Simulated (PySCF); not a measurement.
Te (tellurium, neutral) across methods

[Kr] 4d10 5s2 5p3 6s1, high-spin 5S determinant (an excited configuration). Computed with PySCF 2.14 in aug-cc-pVQZ-PP with ECP28MDF, with a scalar-relativistic core potential. The B2PLYP total includes its PT2 part (frozen core); its orbital energies are those of the SCF part.

```json
{"method": "r2SCAN", "E (hartree)": "-267.8917", "mean ε 5s β (eV)": "-17.297", "mean ε 5p α (eV)": "-10.285", "mean ε 6s α (eV)": "-1.952", "Σ⟨r²⟩ (bohr²)": "86.04", "⟨S²⟩": "6.001"}
{"method": "LDA", "E (hartree)": "-267.3924", "mean ε 5s β (eV)": "-17.705", "mean ε 5p α (eV)": "-9.772", "mean ε 6s α (eV)": "-2.080", "Σ⟨r²⟩ (bohr²)": "84.27", "⟨S²⟩": "6.000"}
{"method": "UHF", "E (hartree)": "-266.83693", "mean ε 5s β (eV)": "-19.789", "mean ε 5p α (eV)": "-14.093", "mean ε 6s α (eV)": "-3.142", "Σ⟨r²⟩ (bohr²)": "87.71", "⟨S²⟩": "6.002"}
{"method": "r2SCANh", "E (hartree)": "-267.8821", "mean ε 5s β (eV)": "-17.685", "mean ε 5p α (eV)": "-10.721", "mean ε 6s α (eV)": "-2.099", "Σ⟨r²⟩ (bohr²)": "85.97", "⟨S²⟩": "6.001"}
{"method": "r2SCAN0", "E (hartree)": "-267.8679", "mean ε 5s β (eV)": "-18.265", "mean ε 5p α (eV)": "-11.373", "mean ε 6s α (eV)": "-2.321", "Σ⟨r²⟩ (bohr²)": "85.87", "⟨S²⟩": "6.001"}
{"method": "PBE0", "E (hartree)": "-267.8038", "mean ε 5s β (eV)": "-18.215", "mean ε 5p α (eV)": "-11.001", "mean ε 6s α (eV)": "-2.324", "Σ⟨r²⟩ (bohr²)": "85.55", "⟨S²⟩": "6.001"}
{"method": "LC-wPBE", "E (hartree)": "-267.8189", "mean ε 5s β (eV)": "-21.101", "mean ε 5p α (eV)": "-13.752", "mean ε 6s α (eV)": "-3.453", "Σ⟨r²⟩ (bohr²)": "86.33", "⟨S²⟩": "6.002"}
{"method": "PBE", "E (hartree)": "-267.7854", "mean ε 5s β (eV)": "-17.230", "mean ε 5p α (eV)": "-9.721", "mean ε 6s α (eV)": "-1.944", "Σ⟨r²⟩ (bohr²)": "85.06", "⟨S²⟩": "6.001"}
{"method": "B2PLYP", "E (hartree)": "-267.5193", "mean ε 5s β (eV)": "-19.061", "mean ε 5p α (eV)": "-11.969", "mean ε 6s α (eV)": "-2.524", "Σ⟨r²⟩ (bohr²)": "86.23", "⟨S²⟩": "6.001"}
```

Energies and moments cover only the electrons outside the core potential. The outer electron is Rydberg-like, and this basis confines it to a smaller radius and binds it less than a complete one would.
